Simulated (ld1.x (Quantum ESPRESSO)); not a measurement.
**Transferability test, PAW potential for hafnium**

Hf (Z = 72), PAW, made with ld1.x (Quantum ESPRESSO) 7.5 (LDA (PZ), scalar-relativistic). Core [Xe] 4f14, reference 5d3 6s1 6p0. Waves: 6s (bound): rcut 2.55, rcutus 3.15 bohr; 6s channel at 3.05 Ry: rcut 2.55, rcutus 3.15 bohr; 6p (bound, empty): rcut 3.10, rcutus 3.75 bohr; 6p channel at 4.25 Ry: rcut 3.10, rcutus 3.75 bohr; 5d (bound): rcut 2.20, rcutus 2.80 bohr; 5d channel at 0.65 Ry: rcut 2.20, rcutus 2.80 bohr. Local part: all-electron potential smoothed inside 2.55 bohr (lloc = -1). Core correction: Bessel-smoothed model core inside 2.50 bohr. Augmentation charge: BESSEL, radius 2.50 bohr.

Energies are relative to the spin-unpolarised reference configuration 5d3 6s1 6p0; without spin polarisation the order of configurations can differ from experiment. Spin-polarised rows fill each open shell by Hund’s rule, majority spin first. Not all tests gave a result: test run stopped at test 9 of 9 (negative rho).

| valence configuration | charge | ΔE all-electron (eV) | error AE − PS (meV) |
| --- | --- | --- | --- |
| 5d2 6s1 6p0 | +1 | 5.612 | -24 |
| 5d3 6s0 6p0 | +1 | 7.646 | -4.3 |
| 5d2 6s0 6p1 | +1 | 10.407 | -37 |
| 5d2 6s1 6p1 | 0 | 1.327 | -19 |
| 5d1 6s0 6p0 | +3 | 42.216 | -528 |
| 5d3 6s1 6p0 (spin-polarised) | 0 | -1.657 | -24 |

Question: What are ΔE and the potential's error for 5d2 6s0 6p0?

Answer: ΔE = 20.115 eV all-electron; the error (AE − PS) is -79 meV.

Question: What are ΔE and the potential's error for 5d2 6s2 6p0?

Answer: ΔE = -2.586 eV all-electron; the error (AE − PS) is -7.6 meV.
